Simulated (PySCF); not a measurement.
Bonds (- single, = double, # triple, : aromatic): B1-C2, C2-C3, C3-C4, C4-C5, C5-C6, C6=C7, C6-C8, C8-C2. B1 carries H9, H10; C2 carries H11; C3 carries H12, H13; C4 carries H14, H15; C5 carries H16, H17; C7 carries H18, H19; C8 carries H20, H21. Stereochemistry as in B[C@@H]1CCCC(=C)C1. H13, H15, H16, H21 are cis to B1 on the ring; H19 is cis to C5; H12, H14, H17, H20 are trans to B1 on the ring; H18 is trans to C5.

A single conformation, in vacuum, no relativistic terms, fast rotation and ring inversion assumed for equivalent nuclei. Shielding tensors at PBE0/pcSseg-1 (GIAO); geometry: PBE0-D3(BJ)/def2-SVP; PySCF 2.14.0 with density-fitted response routines.

List the cross peaks expected in HSQC, COSY and HMBC spectra.

Answers



HSQC (one-bond C–H):
| δH | δC |
| --- | --- |
| 4.99 (H19) | 114.6 (C7) |
| 4.99 (H18) | 114.6 (C7) |
| 2.35 (H20) | 42.2 (C8) |
| 2.21 (H21) | 42.2 (C8) |
| 2.20 (H17) | 38.1 (C5) |
| 2.03 (H16) | 38.1 (C5) |
| 1.89 (H11) | 41.7 (C2) |
| 1.88 (H15) | 31.9 (C4) |
| 1.42 (H14) | 31.9 (C4) |
| 1.21 (H12) | 18.6 (C3) |
| 0.57 (H13) | 18.6 (C3) |

COSY cross peaks (H two or three bonds apart, from the bond graph; peaks can be absent where the dihedral angle is near 90°):
| δH | δH |
| --- | --- |
| 7.38 (H9/H10) | 1.89 (H11) |
| 4.99 (H19) | 4.99 (H18) |
| 2.35 (H20) | 2.21 (H21) |
| 2.35 (H20) | 1.89 (H11) |
| 2.21 (H21) | 1.89 (H11) |
| 2.20 (H17) | 2.03 (H16) |
| 2.20 (H17) | 1.88 (H15) |
| 2.20 (H17) | 1.42 (H14) |
| 2.03 (H16) | 1.88 (H15) |
| 2.03 (H16) | 1.42 (H14) |
| 1.89 (H11) | 1.21 (H12) |
| 1.89 (H11) | 0.57 (H13) |
| 1.88 (H15) | 1.42 (H14) |
| 1.88 (H15) | 1.21 (H12) |
| 1.88 (H15) | 0.57 (H13) |
| 1.42 (H14) | 1.21 (H12) |
| 1.42 (H14) | 0.57 (H13) |
| 1.21 (H12) | 0.57 (H13) |

HMBC (two and three bonds, from the bond graph):
| δH | δC |
| --- | --- |
| 7.38 (H9/H10) | 42.2 (C8), 41.7 (C2), 18.6 (C3) |
| 4.99 (H19) | 157.1 (C6), 42.2 (C8), 38.1 (C5) |
| 4.99 (H18) | 157.1 (C6), 42.2 (C8), 38.1 (C5) |
| 2.35 (H20) | 157.1 (C6), 114.6 (C7), 41.7 (C2), 38.1 (C5), 18.6 (C3) |
| 2.21 (H21) | 157.1 (C6), 114.6 (C7), 41.7 (C2), 38.1 (C5), 18.6 (C3) |
| 2.20 (H17) | 157.1 (C6), 114.6 (C7), 42.2 (C8), 31.9 (C4), 18.6 (C3) |
| 2.03 (H16) | 157.1 (C6), 114.6 (C7), 42.2 (C8), 31.9 (C4), 18.6 (C3) |
| 1.89 (H11) | 157.1 (C6), 42.2 (C8), 31.9 (C4), 18.6 (C3) |
| 1.88 (H15) | 157.1 (C6), 41.7 (C2), 38.1 (C5), 18.6 (C3) |
| 1.42 (H14) | 157.1 (C6), 41.7 (C2), 38.1 (C5), 18.6 (C3) |
| 1.21 (H12) | 42.2 (C8), 41.7 (C2), 38.1 (C5), 31.9 (C4) |
| 0.57 (H13) | 42.2 (C8), 41.7 (C2), 38.1 (C5), 31.9 (C4) |

Scale: $^{1}$H (σ = 31.27 ppm) and $^{13}$C (σ = 184.41 ppm) vs TMS (reference shieldings calculated alike).

Short H···H contacts in this conformer between protons four or more bonds apart (candidates for NOE cross peaks, intensity ∝ r⁻⁶): H18···H20 2.39 Å, H17···H19 2.40 Å, H11···H14 2.57 Å, H13···H21 2.63 Å, H13···H16 2.63 Å, H16···H21 2.66 Å.

Hydrogens on boron are broadened and split by $^{11}$B (spin 3/2, 80 %) and 10B (spin 3). A carbon bonded to boron is broadened by the quadrupolar boron nucleus and is often missing from a measured spectrum. Shifts are as computed. Against solution values, carbons near 30 ppm lie about +2 ppm off and those near 130 ppm about +5 ppm. Of 1211 compounds with measured shifts, 218 miss one by over three times the rms of a fit or turn the order of signals round; such compounds aren't used in these exercises.
